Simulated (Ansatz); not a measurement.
Reaction (isomerisation): `C[N](C)[GeH]` → `C=[N][GeH2][CH3]`

Gas-phase electronic energies from Ansatz, PBE0-D4/def2-TZVP geometries. CCSD(T)/CBS adds triple-zeta CCSD(T) − MP2 to the extrapolated MP2 energy (def2 sets, frozen cores). Functionals use def2-TZVPP. B3LYP here is the variant with VWN-RPA as its local correlation; programs differ in this. For Ge outer-core shells are correlated without core-valence functions, which leaves a few kJ/mol of doubt a bond. Scalar relativity is left out up to krypton. One conformer a species, not always the lowest.

```
             level  ΔE (kJ/mol)  difference from CCSD(T)/CBS
            PBE-D4         10.8                         16.1
         r2SCAN-D4         -5.9                         -0.6
           PBE0-D4          3.8                          9.1
          B3LYP-D4          6.7                         12.0
           ωB97X-V         -8.5                         -3.2
           ωB97M-V         -1.1                          4.2
            B2PLYP         -6.3                         -1.0
               PBE          7.8                         13.1
            r2SCAN         -6.5                         -1.2
              PBE0          1.4                          6.7
     HF/def2-TZVPP        -30.2                        -24.9
SCS-MP2/def2-TZVPP        -19.5                        -14.2
   CCSD/def2-TZVPP        -18.2                        -12.9
    MP2/def2-QZVPP        -11.3                         -6.0
SCS-MP2/def2-QZVPP        -14.0                         -8.7
      HF/CBS(def2)        -28.9                        -23.6
       CCSD(T)/CBS         -5.3                            0
```

Largest T1 diagnostic among the species: 0.016.

The D4 term adds +5.0 kJ/mol with B3LYP and +2.4 kJ/mol with PBE0; it sums over pairs of atoms, weighted by their polarisabilities, and B3LYP, whose exchange is more repulsive, gets the larger term. In def2-TZVPP, CCSD(T) changes the Hartree–Fock value by +13.0 kJ/mol (the triples alone add +1.0 kJ/mol) and MP2 by +11.7 kJ/mol.
